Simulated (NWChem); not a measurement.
AlH2SOCl; SMILES [SH][Al]([OH])[Cl]

```xyz
6

Al     0.4096    -0.0597     0.0000
Cl    -0.4637     1.8455     0.0000
O      2.0865    -0.2809     0.0000
H      2.7579     0.4031     0.0000
S     -0.8526    -1.8185     0.0000
H      0.2218    -2.6411     0.0000
```
Atoms are numbered in this order, from 1.

Program: NWChem. Pople sets run with spherical d functions. All runs use the structure optimised with PBE0/def2-SVP. Core excitations by TDA in a window of 1s orbitals, non-relativistic and unshifted: absolute energies depend strongly on the exact-exchange share.

For level S K edge, PBE/6-311G**:

first 1s excitation (eV): 2394.2
dipole oscillator strength of the first: 0.0012

Problem. What are these values for level Al K edge, PBE0/6-311G**?

Solution. 
- first 1s excitation (eV): 1526.1
- dipole oscillator strength of the first: 0.0001
